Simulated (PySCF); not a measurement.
Compound: C2H10NSi4 (doublet state).
SMILES with atom numbers: `[SiH2:1][N:2]([SiH3:3])[SiH2:4][C:5]#[C:6][SiH3:7]` (hydrogens: H8, H9 on Si1; H10, H11, H12 on Si3; H13, H14 on Si4; H15, H16, H17 on Si7)

Geometry (GFN2-xTB, Å), atoms numbered from 1 in this order:
```xyz
17
C2H10NSi4 angstrom
Si    -1.357    1.388   -0.028
N     -1.519   -0.348   -0.115
Si    -2.987   -1.151   -0.584
Si    -0.207   -1.256    0.604
C      1.318   -0.273    0.248
C      2.368    0.288    0.018
Si     3.923    1.207   -0.366
H     -2.275    2.009   -0.981
H     -1.564    1.863    1.342
H     -3.754   -1.521    0.611
H     -3.744   -0.209   -1.405
H     -2.622   -2.345   -1.343
H     -0.393   -1.372    2.058
H     -0.149   -2.582   -0.015
H      3.624    2.642   -0.416
H      4.429    0.746   -1.662
H      4.903    0.926    0.688
```

The hyperfine couplings belong to this conformer and change with its torsions.

Method: UKS B3LYP, pcH-1 on C H N Si, non-relativistic, mean-field spin-orbit, GIAO in PySCF. Isolated species at its GFN2-xTB geometry (one conformer only). Couplings are sensitive to structure, and on GFN2-xTB geometries they can be far from those on DFT ones, by a factor of two or more for some ions and for spin on atoms past the first row. The SCF solution wasn't tested for stability.

Problem. The isotropic 29Si couplings are -580.2, -28.9, -16.0, +1.4 MHz. Assign them to Si1; Si3; Si4; Si7.

Solution. 
| site | a_iso (MHz) | ρ(0) (bohr⁻³) | position | distance from Si1 (Å) | spin population | largest \|T\| (MHz) |
| --- | --- | --- | --- | --- | --- | --- |
| Si1 | -580.2 | +0.6541 | largest spin population | 0.00 | +0.90 | 163.8 |
| Si3 | -28.9 | +0.0325 | 2 bonds from Si1 | 3.07 | 0.00 | 3.8 |
| Si4 | -16.0 | +0.0180 | 2 bonds from Si1 | 2.95 | 0.00 | 2.6 |
| Si7 | +1.4 | -0.0016 | 5 bonds from Si1 | 5.29 | 0.00 | 0.3 |

ρ(0) is the spin density at the nucleus and T the dipolar tensor; a_iso includes a spin–orbit part; entries for several nuclei are means. The largest Mulliken spin population is on Si1 (+0.90). The angles at Si1 add up to 332.8°, so it is pyramidal.

Nuclei that the bonding pattern makes equivalent are averaged, as if the motion that swaps them (rotation, inversion, ring flip) were fast. The three 1H nuclei of mean +5.7 MHz run from 3.3 to 8.5 MHz in the frozen geometry. The 1H value of +67.9 MHz is a mean of couplings from 46.4 to 89.4 MHz in this one geometry, not an average over conformers.
